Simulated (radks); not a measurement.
Charge is removed step by step from the 2s level of the indium ion In+, starting from [Kr] 4d10 5s2. All-electron calculation, scalar-relativistic Kohn-Sham, PBE, spin-unpolarised, spherical densities, finite nucleus; Fermi nuclear charge, rms radius 4.6156 fm. Program: a radial shooting solver on a logarithmic mesh with Libxc functionals.

| removed (e) | E - E(0) (eV) | eigenvalue (eV) | E minus straight line (eV) |
|---|---|---|---|
| 0 | 0.000 | -4162.9 | 0.000 |
| 0.1 | 416.56 | -4174.2 | -5.113 |
| 0.2 | 834.24 | -4185.4 | -9.099 |
| 0.3 | 1253.1 | -4196.7 | -11.953 |
| 0.4 | 1673.0 | -4208.1 | -13.674 |
| 0.5 | 2094.1 | -4219.5 | -14.257 |
| 0.6 | 2516.3 | -4230.9 | -13.699 |
| 0.7 | 2939.7 | -4242.3 | -11.998 |
| 0.8 | 3364.2 | -4253.8 | -9.149 |
| 0.9 | 3789.9 | -4265.3 | -5.151 |
| 1 | 4216.7 | -4276.8 | 0.000 |

Removing the whole electron costs 4216.7 eV by Delta-SCF, against 4162.9 eV from minus the eigenvalue at the starting occupation. Slater's transition state (half an electron removed) gives 4219.5 eV. Integrating minus the eigenvalue over the occupation (Janak's theorem) gives 4219.6 eV. In this scalar-relativistic scheme the density is built from large components alone, so the theorem holds only approximately. The mean slope of the eigenvalue, de/dn, is 114 eV per electron.
